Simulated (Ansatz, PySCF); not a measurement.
Lewis adduct: GaH3 (SMILES [GaH3]) (first 4 atoms) with PH3 (SMILES P); geometry from B3LYP-D3(BJ)/def2-TZVP, rigid monomers moved along the line of their centres of mass till Ga1···P5 is 2.96 Å.
(charge 0, multiplicity 1):
```xyz
8

Ga    -0.4614     0.4894     0.7103
H     -1.5394     1.4970     1.2656
H     -0.9507    -0.7987    -0.0558
H      1.0039     1.0125     0.4553
P      0.1073    -0.8441     3.2866
H      1.0598    -1.8812     3.3302
H      0.5970    -0.0778     4.3624
H     -0.9356    -1.5017     3.9681
```

Monomers are frozen at their geometry in the pair; levels with a basis set take the counterpoise correction. Rows marked so take none.

Cores are frozen in the correlated methods. Filled d and f shells under p-block atoms count as core. CBS(a, b) extrapolates the correlation energy as X⁻³ and adds the Hartree–Fock energy of set b. Rows in 3-21G carry no dispersion term and start afresh at each structure; the Pople sets are all-electron and without relativity.

Programs: Ansatz (Gaussian basis) for Hartree–Fock, density functionals and correlated methods; PySCF for 3-21G rows. 

Give the interaction energy at the level MP2/CBS(def2-SVPD, def2-TZVPPD).

-12.5 kcal/mol

What is the computed interaction energy (HF/3-21G (no counterpoise))?

-13.3 kcal/mol

Estimate the interaction energy that CCSD(T)/CBS(def2-SVPD, def2-TZVPPD) returns for this input.

-12.2 kcal/mol

Ansatz is a first-principles code.
